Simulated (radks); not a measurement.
Coherent X-ray form factor from a spherical all-electron density. Calculated with a radial shooting solver on a logarithmic mesh with Libxc functionals: scalar-relativistic Kohn-Sham, PBE, spin-unpolarised, spherical densities, finite nucleus; Fermi nuclear charge, rms radius of each element as measured or else 0.836 A^(1/3) + 0.57 fm.

| sin(theta)/lambda (1/angstrom) | f0 (electrons) |
|---|---|
| 0.05 | 15.846 |
| 0.1 | 15.400 |
| 0.15 | 14.713 |
| 0.2 | 13.856 |
| 0.25 | 12.905 |
| 0.3 | 11.936 |
| 0.4 | 10.157 |
| 0.5 | 8.766 |
| 0.6 | 7.766 |
| 0.8 | 6.466 |
| 1 | 5.475 |
| 1.25 | 4.321 |
| 1.5 | 3.335 |
| 2 | 2.086 |

The species is in the configuration that NIST lists as its ground one. Which atom or ion scatters so?

Answer. The scandium ion Sc5+, [Ne] 3s2 3p4. Extrapolating in s^2 from the first two rows gives f0(0) = 16.0, near the electron count 16; among species with that count, the fall with angle is slower the higher Z, and the table is that of Z = 21; from so few rows the species is fixed only to a neighbour or two.
